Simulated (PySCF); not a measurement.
Sn(H)(SiH3) (H₄SiSn), SMILES [SiH3][SnH] (connectivity only; charge and spin as stated), neutral, multiplicity 1.

The structure is a stationary point at B3LYP-D3(BJ)/def2-TZVP. The def2 effective core potentials stand for the cores of Sn; spin–orbit coupling is left out.

Level of theory: PySCF with PBE/def2-TZVPD.

Computed frontier levels, gap, dipole moment and polarisability:
* **highest occupied level**: -5.52 eV
* **lowest empty level**: -3.97 eV
* **orbital gap**: 1.55 eV
* **dipole moment**: 0.240 e·Å
* **quadrupole, principal values (traceless, Buckingham form, about the centre of nuclear charge)**: -4.66, -2.51, 7.17 D·Å
* **mean static polarisability**: 86.9 bohr³ (12.88 Å³)
* **polarisability, principal values**: 64.5, 78.0, 118.3 bohr³
